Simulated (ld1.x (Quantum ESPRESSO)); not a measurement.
The numbers below are computed, except where a source is named.
# Pseudopotentials across the periodic table

Generated with ld1.x 7.5 (TM, RRKJ, ultrasoft, PAW), atompaw 4.2 or ONCVPSP 4.0.1. The cutoff is in Ry: for ld1.x and atompaw files where the sum of valence levels is converged to 10 mRy in a Bessel basis, for ONCV files where the hardest occupied wave has 1 mHa per electron of residual kinetic energy. The error is the largest all-electron minus pseudo excitation energy over each file’s own four to seven test configurations (ionisations up to +4, promotions, holes and added fractions of an electron), all of which were solved. The labels leave out finer settings (local radius, basis sizes, second energies), which also bear on the numbers. Spin-polarised tests are not counted. The rows are a selection from randomly drawn settings: files with unsolved tests, undetermined cutoffs or missed reference levels are left out.

A true bound ghost makes a file unfit for plane-wave use even where its test errors are small: the radial tests pick states by their node count and pass the ghost by.

```tsv
element	potential	cutoff (Ry)	largest error (meV)	bound ghosts
H	TM, PBE, scalar-relativistic, rc 1.30/1.35 (sp), local p, core correction no, reference 1s0.75	18	+0.6	none
He	TM, revPBE, non-relativistic, rc 0.40/0.40 (sp), local smoothed, core correction no, reference 1s1	200	+0.9	none
O	TM, PBE, scalar-relativistic, rc 1.00/1.25/1.25 (spd), local d, core correction yes, reference 2s2 2p4	80	+1441	none
Mn	PAW, PBE, scalar-relativistic, rc 2.65/2.20/1.90 (spd), local smoothed, core correction yes, reference 3d5 4s0 4p0	30	-360	s, p
```

Problem. Fill in the row for S: PAW, PBE, scalar-relativistic, rc 1.45/1.45 (sp), local smoothed, core correction yes, reference 3s1.75 3p4.25.

Solution. cutoff 18 Ry, largest error -95 meV, bound ghosts: none.

Problem. Fill in the row for B: TM, revPBE, scalar-relativistic, rc 1.45/2.10/2.20 (spd), local p, core correction yes, reference 2s2 2p1.

Solution. cutoff 21 Ry, largest error +76 meV, bound ghosts: none.

Problem. Fill in the row for Pt: PAW, PBE, scalar-relativistic, rc 2.70/3.45/1.55 (spd), local smoothed, core correction yes, reference 5d9 6s0 6p0.

Solution. cutoff 45 Ry, largest error -701 meV, bound ghosts: none.
